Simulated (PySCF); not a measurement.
PySCF 2.14 output of an unrestricted LDA calculation on a single atom or ion in x2c-QZVPPall (11s7p4d3f, 73 functions), with scalar relativity by spin-free X2C-1e:

```
SCF conv_tol = 1e-09
number electrons alpha = 11  beta = 9
    P. A. M. Dirac.,  Math. Proc. Cambridge Philos. Soc. 26, 376 (1930)
    F. Bloch.,  Z. Phys. 57, 545 (1929)
    S. H. Vosko, L. Wilk, and M. Nusair.,  Can. J. Phys. 58, 1200 (1980)
cycle= 1 E= -678.529042356502  delta_E= -0.0165  |g|= 0.0297  |ddm|= 0.335
cycle= 2 E= -678.529110764147  delta_E= -6.84e-05  |g|= 0.00473  |ddm|= 0.0468
cycle= 3 E= -678.529120381287  delta_E= -9.62e-06  |g|= 0.0028  |ddm|= 0.0204
cycle= 4 E= -678.529122719866  delta_E= -2.34e-06  |g|= 0.000106  |ddm|= 0.00507
cycle= 5 E= -678.529122724669  delta_E= -4.8e-09  |g|= 3.25e-06  |ddm|= 0.000332
cycle= 6 E= -678.529122724705  delta_E= -3.55e-11  |g|= 5.26e-07  |ddm|= 7.12e-05
converged SCF energy = -678.529122724705  <S^2> = 2.0001131  2S+1 = 3.0000754
```

The run itself started from symmetry-adapted Hartree-Fock orbitals and held the occupation by maximum overlap, on a logarithmic radial grid, so the iterations belong to that start.

Problem. Which element, charge and spin multiplicity is this?

Solution. Ca (calcium, neutral), multiplicity 3; the state was [Ar] 4s1 4p1, high-spin 3P determinant (an excited configuration).
